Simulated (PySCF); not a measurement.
A structure optimised at PBE-D3(BJ)/def2-SVP, used in a PySCF frequency run:

```xyz
11

C      1.0047     0.6974     1.5727
Si     0.3328    -0.0466     0.0000
C      1.0047     0.6974    -1.5727
F      0.6744    -1.6527     0.0000
Cl    -1.7444     0.1198     0.0000
H      0.5656     0.1989     2.4595
H      0.7624     1.7777     1.6285
H      2.1071     0.5834     1.6169
H      0.5656     0.1989    -2.4595
H      0.7624     1.7777    -1.6285
H      2.1071     0.5834    -1.6169
```

### Question
Write its SMILES, formula and point group.

### Answer
C[Si](C)(F)Cl, C2H6ClFSi, Cs

### Question
What are its rotational constants (standard atomic weights)?

### Answer
3.3139, 2.2473, 2.1338 GHz
